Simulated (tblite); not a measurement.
Run record: tight-binding relaxation, `C1=CCN[Si@@H]1C(Br)=C`.

Computed with GFN2-xTB geometry optimisation, gas phase (tblite 0.8.0). Start geometry: from a force field or distance geometry. The input is one job of a driver script: a line of settings, then coordinates in Å.

Command:
```bash
OMP_NUM_THREADS=1 python probes_run.py task.json out
```

Input:
```
{"job": {"kind": "relax", "xc": "GFN2-xTB", "basis": "xTB"}, "charge": 0, "multiplicity": 1}
C      2.599000     0.609100    -0.018000
C      1.678900    -0.354700    -0.011100
Br     1.900600    -1.789800    -1.259800
Si     0.271500    -0.402800     1.129100
C     -1.023900    -1.482000     0.329500
C     -1.867600    -0.625600    -0.221600
C     -1.552000     0.777100    -0.037600
N     -0.756200     1.064700     1.114200
H      2.538200     1.458600     0.680000
H      3.396600     0.552200    -0.733800
H      0.545200    -0.788400     2.501500
H     -1.083300    -2.544100     0.296000
H     -2.758500    -0.984300    -0.772000
H     -2.539300     1.293800     0.131000
H     -1.159000     1.292100    -0.953400
H     -0.197800     1.933000     1.082300
```

Problem. Give the output.

Solution. 
```
step      E/eV     max force
  0    -637.72471    4.056
  1    -638.06649    1.386
  2    -638.13445    0.908
  3    -638.21803    0.760
  4    -638.30284    0.413
  5    -638.32312    0.421
  6    -638.34752    0.376
  7    -638.36493    0.390
  8    -638.37762    0.405
  9    -638.38539    0.281
... (136 lines left out)
146    -638.59814    0.015
147    -638.59817    0.015
148    -638.59821    0.014
149    -638.59826    0.016
150    -638.59832    0.016
151    -638.59838    0.027
152    -638.59843    0.017
153    -638.59847    0.018
154    -638.59849    0.014
155    -638.59851    0.009
```

«max force» is the largest atomic force in eV/Å.

Problem. From which step on does the largest force stay under 0.1 eV/Å, and how much energy is left to gain from there?

Solution. From step 130 (0.049 eV/Å), 1.9 meV above the end.

Summary of the converged run: energy lowered by 20.2 kcal/mol over 155 steps; largest atomic force 0.009 eV/Å at the end.

Problem. Where do the atoms end?

Solution. 0.885 Å rms from the input after alignment:
```
atom  x, y, z in Å
C1     2.5798    0.4752   -0.4524
C2     2.0450   -0.4635    0.3066
Br3    3.1181   -1.9655    0.8298
Si4    0.2768   -0.5516    0.9733
C5    -1.0120   -1.3071   -0.1568
C6    -1.9685   -0.4162   -0.3825
C7    -1.8005    0.9311    0.2399
N8    -0.4776    0.9804    0.8156
H9     1.9783    1.3188   -0.7473
H10    3.6000    0.4545   -0.8022
H11    0.3373   -1.1563    2.3129
H12   -1.0422   -2.3062   -0.5553
H13   -2.8533   -0.5886   -0.9777
H14   -2.5826    1.0832    0.9987
H15   -1.9192    1.7218   -0.5130
H16   -0.2871    1.7989    1.3663
```

Problem. Estimate the wall time. Hardware: one thread of an Arm Neoverse V1, on a shared host.

Solution. About 1.4 s.
Labels such as C1 count atoms from 1, the log's own numbers from 0.
